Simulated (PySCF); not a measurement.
F2H5NSi2, SMILES F[SiH](F)N[SiH3]. Atoms are numbered in the order given.

```xyz
10

Si     2.0747    -0.0835     0.8805
N      0.6465    -0.5316    -0.0371
Si    -0.8390     0.3042    -0.1756
F     -1.1591     0.6806    -1.7183
F     -2.0792    -0.6428     0.2588
H      2.4131    -1.1196     1.8941
H      1.7601     1.1994     1.5591
H      3.2562     0.0941    -0.0072
H      0.7132    -1.4058    -0.5627
H     -0.8242     1.5232     0.6430
```

Geometry optimised at TPSSh-D3(BJ)/def2-SVP. This is a generated structure with no PubChem entry under its InChIKey; it may be hypothetical. The values are those of a single conformer.

Level of theory: TDA-PBE/def2-SVPD (PySCF).

Vertical excitations. The molecule is in vacuum.

```tsv
state	energy (eV)	λ (nm)	f	main pairs
S1	6.17	201	0.007	HOMO→LUMO 99 %
S2	6.77	183	0.017	HOMO→LUMO+1 98 %
S3	7.17	173	0.005	HOMO→LUMO+3 96 %
S4	7.20	172	0.008	HOMO→LUMO+2 96 %
S5	7.38	168	0.001	HOMO→LUMO+4 97 %
S6	7.71	161	0.003	HOMO→LUMO+5 97 %
S7	7.89	157	0.005	HOMO−1→LUMO 96 %
S8	8.02	155	0.060	HOMO→LUMO+6 81 %, HOMO−2→LUMO 13 %
S9	8.23	151	0.108	HOMO−2→LUMO 83 %
S10	8.28	150	0.016	HOMO−3→LUMO 89 %
T1	5.85	212	0	HOMO→LUMO 100 %
T2	6.61	188	0	HOMO→LUMO+2 65 %, HOMO→LUMO+1 34 %
T3	6.63	187	0	HOMO→LUMO+1 63 %, HOMO→LUMO+2 34 %
T4	6.97	178	0	HOMO→LUMO+3 95 %
```
Triplets are in the Tamm–Dancoff approximation.
